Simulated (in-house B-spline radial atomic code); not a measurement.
## RPA and G0W0 on Hartree-Fock: Ca IX (Ca8+)

Configuration [Ne] 3s2, mean-field start Hartree-Fock. Computed with a B-spline radial code for spherical atoms: all electrons, scalar-relativistic (spin-free one-electron X2C), finite nucleus, each spin shell either full or empty, empty states to l = 9 with an (l + 1/2)⁻⁴ tail; G0W0 by contour deformation at full frequency.

Command:
```bash
python run_gw.py task.json out
```
Settings (radii: box in bohr, nucleus in fm):
```
Z                        20
electrons                12
configuration            [Ne] 3s2
hamiltonian              x2c
method                   hf
lmax                     9
rms_radius               3.4776
spin_polarised           False
box_radius               7.7
intervals                67
ion_configuration        [Ne] 3s1
```

Run time, properties included: 2.3 s on 1 thread of Intel(R) Xeon(R) Platinum 8488C, on a shared host.

Energies (hartree):

| term | value |
| --- | --- |
| mean-field total | -657.77392 |
| Hartree-Fock functional on these orbitals | -657.77392 |
| direct second order | -0.7795 |
| second-order exchange | 0.28206 |
| SOSEX correction | 0.26351 |

Problem. What is the RPA correlation energy, and what remains with SOSEX?

Solution. RPA gives -0.71895 hartree (-1.63 eV per electron); RPA + SOSEX gives -0.45544, and the second-order doubles (MP2) -0.49743 hartree. SOSEX takes back 37 % of the RPA value.

Quasi-particle levels (eV):

| level | occupied | mean field | Σx - vxc | Σc | QP weight | G0W0 |
| --- | --- | --- | --- | --- | --- | --- |
| 3s | yes | -186.44 | 0.00 | ? | ? | ? |
| 2p | yes | -532.87 | 0.00 | 2.85 | 0.980 | -530.02 |
| 2s | yes | -623.11 | 0.00 | 3.85 | 0.912 | -619.26 |
| 3p | no | -146.15 | 0.00 | -1.73 | 0.978 | -147.88 |

G0W0 = mean field + (Σx - vxc) + Σc, with Σc (partial-wave tail included) taken at the quasi-particle energy. Levels of low weight are left out.

Problem. Where does G0W0 put 3s?

Solution. At -188.81 eV, with Σc = -2.37 eV and a quasi-particle weight of 0.979. The tabulated removal energy is 188.54 ± 0.06 eV (NIST, semi-empirical); the calculation leaves out spin-orbit coupling, Breit and QED terms, and what these don't explain is the method's own error.

Problem. What does it cost to remove one electron (to [Ne] 3s1) by differences of total energies, each species on its own start (correlation terms add to the Hartree-Fock functional)?

Solution. Hartree-Fock functional 186.26 eV, + RPA 188.46 eV, + RPA + SOSEX 187.86 eV, + second order 188.23 eV. Tabulated: 188.54 ± 0.06 eV (NIST, semi-empirical); the calculation leaves out spin-orbit coupling, Breit and QED terms, and what these don't explain is the method's own error.
